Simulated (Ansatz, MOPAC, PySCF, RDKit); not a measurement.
Noncovalent pair: CH4O (SMILES CO) (first 6 atoms) with CHN (SMILES C#N); geometry from B3LYP-D3(BJ)/def2-TZVP, rigid monomers moved along the line of their centres of mass till O2···H9 is 2.26 Å.
(charge 0, multiplicity 1):
```xyz
9

C      0.070     0.085    -0.294
O     -0.825    -0.337     0.735
H      0.714    -0.732    -0.629
H      0.694     0.868     0.135
H     -0.470     0.498    -1.150
H     -1.391    -1.038     0.399
C     -0.116     0.338     3.927
N      0.197     0.609     4.997
H     -0.406     0.083     2.920
```

Counterpoise-corrected where a basis set is named; no monomer relaxation.

Rows in 6-31G* carry no dispersion term and start afresh at each structure (6-31G* with six Cartesian d functions). The state that AM1 reach isn't checked.

Run with Ansatz (Gaussian orbitals); MOPAC for AM1 (differences of heats of formation); PySCF for 6-31G* rows; RDKit for the force fields. Each number belongs to the level named beside it.

Task: One of these levels gives -19.5 kJ/mol for the interaction energy. Which?
A) B3LYP/6-31G*
B) B3LYP/def2-TZVPPD
C) AM1
D) MMFF94

Result: B, B3LYP/def2-TZVPPD. The others give -15.3 (MMFF94), -11.8 (AM1), -21.9 (B3LYP/6-31G*)

Ansatz is a program for electronic structure.
